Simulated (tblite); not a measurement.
Run record: tight-binding relaxation, `[GeH2]([Cl])/[CH]=[C]1/[GeH2][CH2][C@@H]1C`.

Computed with GFN2-xTB geometry optimisation, gas phase (tblite 0.8.0). Start geometry: from a force field or distance geometry. The command runs a driver script over a list of jobs; the input below is this job's line of settings and its coordinates in Å.

Command:
```bash
OMP_NUM_THREADS=1 python probes_run.py task.json out
```

Input:
```
{"job": {"kind": "relax", "xc": "GFN2-xTB", "basis": "xTB"}, "charge": 0, "multiplicity": 1}
C     -0.822200    -1.649200     0.163100
C     -0.892600    -0.257400    -0.373700
C     -1.813200     0.558900     0.534100
Ge    -1.095600     2.130400    -0.355600
C      0.186800     0.687800    -0.096300
C      1.482800     0.740000     0.179600
Ge     2.593800    -0.801500     0.380200
Cl     3.832500    -0.394600     2.149200
H     -0.514700    -1.623900     1.223000
H     -1.892500    -2.026100     0.182600
H     -0.289100    -2.352800    -0.477200
H     -1.331300    -0.227700    -1.390800
H     -2.889400     0.365800     0.404700
H     -1.501700     0.449900     1.589500
H     -0.918100     3.345500     0.587000
H     -1.543800     2.383100    -1.769900
H      1.968400     1.722200     0.315900
H      1.856800    -2.124700     0.580600
H      3.573400    -0.916500    -0.803000
```

Output:
```
step      E/eV     max force
  0    -670.82614    3.483
  1    -671.16604    2.296
  2    -671.38110    1.491
  3    -671.47815    0.756
  4    -671.54073    0.565
  5    -671.57521    0.378
  6    -671.60360    0.425
  7    -671.64085    0.532
  8    -671.66886    0.433
  9    -671.68918    0.358
... (188 lines left out)
198    -672.01292    0.023
199    -672.01300    0.026
200    -672.01311    0.027
201    -672.01322    0.027
202    -672.01333    0.023
203    -672.01344    0.033
204    -672.01351    0.029
205    -672.01356    0.016
206    -672.01358    0.013
207    -672.01360    0.009
```

«max force» is the largest atomic force in eV/Å.

Problem. From which step on does the largest force stay under 0.1 eV/Å, and how much energy is left to gain from there?

Solution. From step 167 (0.091 eV/Å), 17.7 meV above the end.

In short: energy lowered by 27.4 kcal/mol over 207 steps; largest atomic force 0.009 eV/Å at the end.

Time: 3.6 s. Hardware: one thread of an Arm Neoverse N1, shared host with 64 logical CPUs at a one-minute load of 62.
Labels such as C1 count atoms from 1, the log's own numbers from 0.
